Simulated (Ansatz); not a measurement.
Cost and result up the ladder for SiB3 (the lowest doublet isomer of a short search) (4 atoms). The state is a doublet with charge 0. Geometry: r2SCAN-D4/def2-TZVP.

Cartesian coordinates in Å:
```
B 0.459 0.002 -0.860
B 1.218 -0.118 0.471
B -0.242 -0.023 0.944
Si -1.435 0.139 -0.555
```

Ansatz on 4 threads of Arm Neoverse V1 on a shared host. Times are rough, and most runs start from the orbitals of an earlier one. ωB97X-V/def2-TZVP serves as the yardstick here, not as an exact answer. Differences are given only for rows in sets of like size (and for xTB, whose basis is part of the method), since another set adds its own error. Binding counts from free atoms at the same level (B doublet, Si triplet; other spins of the atoms weren't run), without zero-point energy or a counterpoise term.

LC-ωPBE has ω = 0.4 bohr⁻¹. B3LYP takes the VWN-RPA correlation. Correlated methods freeze 8 core orbitals. In CCSD on the charge 0 doublet the largest single amplitude is 0.21, so its Hartree–Fock determinant may place the open shell otherwise than the density functionals do. The structure comes from a short search, and lower isomers may exist.

Run but left out: HF/STO-3G, MP2/def2-TZVP (⟨S²⟩ 0.93 to 1.64, where a pure state has 0.75); HF/6-31G, HF/def2-TZVP (a determinant that CCSD turns far, T1 0.064).

Correlated methods converge slowly with the basis.

```json
{"level": "LDA (SPW92)/def2-TZVP", "functions": "130", "wall time": "0.65 s", "binding energy per atom (eV)": "4.12", "difference from ωB97X-V/def2-TZVP (eV)": "0.88", "remarks": "–"}
{"level": "PBE-D4/def2-SVP", "functions": "60", "wall time": "0.65 s", "binding energy per atom (eV)": "3.69", "difference from ωB97X-V/def2-TZVP (eV)": "–", "remarks": "–"}
{"level": "B3LYP-D4/6-31G", "functions": "40", "wall time": "0.65 s", "binding energy per atom (eV)": "3.08", "difference from ωB97X-V/def2-TZVP (eV)": "–", "remarks": "–"}
{"level": "PBE0-D4/def2-SVP", "functions": "60", "wall time": "0.75 s", "binding energy per atom (eV)": "3.52", "difference from ωB97X-V/def2-TZVP (eV)": "–", "remarks": "–"}
{"level": "PBE-D4/def2-TZVP", "functions": "130", "wall time": "1.4 s", "binding energy per atom (eV)": "3.65", "difference from ωB97X-V/def2-TZVP (eV)": "0.41", "remarks": "–"}
{"level": "RPA@PBE/def2-TZVP", "functions": "130", "wall time": "1.8 s", "binding energy per atom (eV)": "2.87", "difference from ωB97X-V/def2-TZVP (eV)": "-0.37", "remarks": "–"}
{"level": "PBE-D4/def2-TZVPD", "functions": "154", "wall time": "2.2 s", "binding energy per atom (eV)": "3.65", "difference from ωB97X-V/def2-TZVP (eV)": "0.41", "remarks": "–"}
{"level": "PBE0-D4/def2-TZVP", "functions": "130", "wall time": "2.2 s", "binding energy per atom (eV)": "3.48", "difference from ωB97X-V/def2-TZVP (eV)": "0.24", "remarks": "–"}
{"level": "BHLYP-D4/def2-TZVP", "functions": "130", "wall time": "3.6 s", "binding energy per atom (eV)": "3.09", "difference from ωB97X-V/def2-TZVP (eV)": "-0.15", "remarks": "–"}
{"level": "LC-ωPBE/def2-TZVP", "functions": "130", "wall time": "3.6 s", "binding energy per atom (eV)": "3.27", "difference from ωB97X-V/def2-TZVP (eV)": "0.03", "remarks": "–"}
{"level": "PBE0-D4/def2-TZVPD", "functions": "154", "wall time": "4.7 s", "binding energy per atom (eV)": "3.48", "difference from ωB97X-V/def2-TZVP (eV)": "0.24", "remarks": "–"}
{"level": "CCSD(T)/def2-TZVPP", "functions": "135", "wall time": "7 s", "binding energy per atom (eV)": "3.14", "difference from ωB97X-V/def2-TZVP (eV)": "-0.10", "remarks": "large T1 (0.064), spin-contaminated (⟨S²⟩ 0.93)"}
{"level": "ωB97X-V/def2-TZVP", "functions": "130", "wall time": "11 s", "binding energy per atom (eV)": "3.24", "difference from ωB97X-V/def2-TZVP (eV)": "0.00", "remarks": "–"}
{"level": "CCSD(T)/def2-TZVPD", "functions": "154", "wall time": "11 s", "binding energy per atom (eV)": "3.14", "difference from ωB97X-V/def2-TZVP (eV)": "-0.10", "remarks": "large T1 (0.064), spin-contaminated (⟨S²⟩ 0.93)"}
```
